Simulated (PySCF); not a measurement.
Computed shifts of a molecule CH₁₀ClNSi₃, PBE/pcSseg-1 in PySCF, GIAO, gas phase, atoms alike by connectivity averaged where their shifts nearly agree, in ppm (number of nuclei): ¹³C: 7.0 (1). ²⁹Si: 21.3 (1), -109.3 (1), -114.2 (1). ¹⁵N: 56.3 (1). ¹H: 3.88 (3), 3.83 (1), 3.72 (1), 1.48 (1), 1.37 (1), 0.85 (3). References: ¹³C against TMS (σ = 182.0 ppm); ²⁹Si against TMS (σ = 335.4 ppm); ¹⁵N against NH3 (σ = 267.0 ppm); ³⁵Cl against HCl (σ = 936.5 ppm); ¹H against TMS (σ = 31.49 ppm), references at their B3LYP-D3(BJ)/def2-TZVP geometries, non-relativistic (without spin–orbit terms, shifts of atoms bonded to Cl or Br come out too high). Geometry: B3LYP-D3(BJ)/def2-SVP. The values are those of a single conformer.

### Question
Pick the molecule that these values belong to.
A) C[Si@H](Cl)[SiH2]N[SiH3]
B) C[Si@](N)(Cl)[SiH2][SiH3]
C) C[SiH2][Si@](N)([SiH3])Cl
D) N[Si@@]([SiH3])(Cl)C[SiH3]

### Answer
B, C[Si@](N)(Cl)[SiH2][SiH3]
